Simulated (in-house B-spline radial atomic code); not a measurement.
Response of Be III (Be2+) as one setting changes: the share of exact exchange in a PBE hybrid. A dash marks a strongly mixed or unbound state. Computed with a B-spline radial code for spherical atoms: linear response of the closed shell 1s2 with the functional's adiabatic kernel; non-relativistic, point nucleus, no spin-orbit coupling, no double excitations, S, P, D and F terms only.

| share of exact exchange in a PBE hybrid | lowest 1P (eV) | lowest 3P, Tamm-Dancoff (eV) | minus highest occupied level (eV) | α (bohr³) |
| --- | --- | --- | --- | --- |
| 0 | 1s → 2p 115.17 | 1s → 2p 113.80 | 132.26 | 0.05521 |
| 0.1 | ? | ? | ? | ? |
| 0.2 | 1s → 2p 117.21 | 1s → 2p 115.70 | 136.80 | 0.05444 |
| 0.3 | 1s → 2p 118.22 | 1s → 2p 116.64 | 139.08 | 0.05407 |
| 0.4 | 1s → 2p 119.20 | 1s → 2p 117.55 | 141.36 | 0.05371 |
| 0.5 | 1s → 2p 120.18 | 1s → 2p 118.46 | 143.64 | 0.05335 |
| 0.6 | ? | ? | ? | ? |
| 0.7 | 1s → 2p 122.10 | 1s → 2p 120.24 | 148.22 | 0.05266 |
| 0.8 | 1s → 2p 123.05 | 1s → 2p 121.11 | 150.52 | 0.05232 |
| 0.9 | 1s → 2p 123.98 | 1s → 2p 121.98 | 152.82 | 0.05199 |
| 1 | 1s → 2p 124.90 | 1s → 2p 122.83 | 155.12 | 0.05166 |

(1) What belongs in the row for 0.1?

(2) What belongs in the row for 0.6?

Answers

(1) lowest 1P (eV): 1s → 2p 116.20; lowest 3P, Tamm-Dancoff (eV): 1s → 2p 114.76; minus highest occupied level (eV): 134.53; α (bohr³): 0.05482.

(2) lowest 1P (eV): 1s → 2p 121.15; lowest 3P, Tamm-Dancoff (eV): 1s → 2p 119.36; minus highest occupied level (eV): 145.93; α (bohr³): 0.053.
